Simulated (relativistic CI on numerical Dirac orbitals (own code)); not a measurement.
**Ce3+: 3d photoemission**

Computed with this model: Dirac-Coulomb-Breit CI, KLI orbitals optimised for each configuration, model QED, valence Slater integrals scaled by 0.8, multiplet model of photoemission in the sudden approximation; configurations [Xe] 4f → [Ar] 3d9 4s2 4p6 4d10 4f 5s2 5p6; 80 K; Lorentzian 0.63 eV and Gaussian 0.7 eV FWHM. Energies are those of the free ion, without screening or charge transfer. The energies are binding energies and can lie tens of eV above those of solids. S is read from ⟨S²⟩ = S(S + 1).

free ion: ground-state S = 0.50, centroid 926.79 eV. Peaks (eV, height): 918.9 (95), 919.7 (100), 937.2 (63), 938.4 (51), 940.9 (18).

Strongest unbroadened transitions for free ion:

```tsv
Energy (eV)	Relative strength
917.44	9.3
917.96	24.8
918.73	19.6
918.77	100.0
919.50	26.7
919.58	46.9
919.91	72.4
920.16	11.0
920.37	1.9
920.49	18.0
922.91	4.2
936.92	7.6
937.12	81.0
937.84	38.7
938.37	1.3
938.61	63.5
938.75	2.3
940.89	26.5
```
